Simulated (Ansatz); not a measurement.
Molecule: MnI, net charge 0, septet state. The spin state was set by rule; other spins were not relaxed. SMILES: [Mn][I]
Geometry: optimised at B3LYP-D3(BJ)/def2-TZVP (Ansatz, a first-principles code).

Computed values are from Ansatz. Correlated levels leave the core frozen unless marked. Open shells are spin-unrestricted. Spin-orbit coupling is left out. Frozen are the shells of the preceding noble gas and the d and f shells that filled before the atom's block. In def2 rows, elements after Kr have scalar-relativistic effective core potentials. CBS marks a two-point X^-3 extrapolation of the correlation energy; Hartree-Fock from the larger set.

Problem. What is the vertical ionisation energy (to the sextet) at CCSD(T)/CBS(def2-TZVPPD,def2-QZVPPD)?

Solution. 7.69 eV.

Problem. What is the T1 diagnostic at CCSD/def2-QZVPPD?

Solution. 0.019.

Problem. What is the atomisation energy De at CCSD(T)/CBS(def2-TZVPPD,def2-QZVPPD)?

Solution. 251.5 kJ/mol.

Problem. What is the dipole moment at CCSD(T)/def2-SVPD?

Solution. 3.18 D.

Problem. What is the total energy at CCSD(T)/CBS(def2-TZVPPD,def2-QZVPPD)?

Solution. -1446.9407 Eh.
